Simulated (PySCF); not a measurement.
**Calculated NMR data**

- structure optimised with GFN2-xTB
- σ from GIAO-PBE0/pcSseg-1
- run in PySCF 2.14
- gas phase, one conformer, averaged over atoms made equivalent by symmetry, fast rotation or ring inversion, non-relativistic

References, each an isolated molecule treated in the same way: TMS for ¹H and ¹³C. Splittings of carbon signals by F and P are missing where no couplings were computed. Where no couplings were computed, multiplicities follow the n + 1 count of equivalent neighbours, and m marks all less simple cases (inequivalent or close neighbours, rings, F or P nearby). Shifts are as computed. Against solution values, carbons near 30 ppm lie about +3 ppm off and those near 130 ppm about +5 ppm; carbons on Cl a further +6 ppm. Of 1211 compounds with measured shifts, 218 miss one by over three times the rms of a fit or turn the order of signals round; such compounds aren't used in these exercises. Carbons bonded to Cl come out too deshielded.

**1.** `C[C@@]12C=C(F)[C@@H](C=C1F)C2`, C8H8F2. ¹H NMR (600 MHz, computed): δ 6.07 (m, 1H), 5.73 (m, 1H), 2.97 (m, 1H), 2.47 (m, 1H), 2.40 (m, 1H), 1.42 (s, 3H). ¹³C{¹H} NMR (computed): δ 198.9, 198.1, 119.2, 117.0, 82.6, 56.5, 49.6, 16.2.

**2.** `ClC(Cl)C=C1C[SiH2]C1`, C5H8Cl2Si. ¹H NMR (600 MHz, computed): δ 6.33 (d, 1H), 5.85 (d, 1H), 4.71 (m, 2H), 2.42 (m, 2H), 2.24 (m, 2H). ¹³C{¹H} NMR (computed): δ 149.4, 135.3, 81.9, 20.7, 16.4.

**3.** `[O-][n+]1cccnc1Cl`, C4H3ClN2O. ¹H NMR (600 MHz, computed): δ 8.57 (d, 1H), 7.93 (d, 1H), 7.19 (m, 1H). ¹³C{¹H} NMR (computed): δ 161.9 (C), 150.2 (CH), 142.5 (CH), 125.3 (CH).
